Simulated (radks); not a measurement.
Values are calculated unless marked as measured or tabulated.
Q: Ionisation of Co3+, [Ar] 3d6, to Co4+, [Ar] 3d5, under several functionals. Scalar-relativistic Kohn-Sham, spin-polarised, spherical densities, finite nucleus; open shells are filled with parallel spins first; a radial shooting solver on a logarithmic mesh with Libxc functionals. Known Delta-SCF values: PBEsol 51.944 eV. What does HCTH/407 give, and what is its highest occupied eigenvalue?

A: 52.346 eV by Delta-SCF; the 3d eigenvalue is -42.728 eV. NIST: 51.3 eV (semi-empirical).
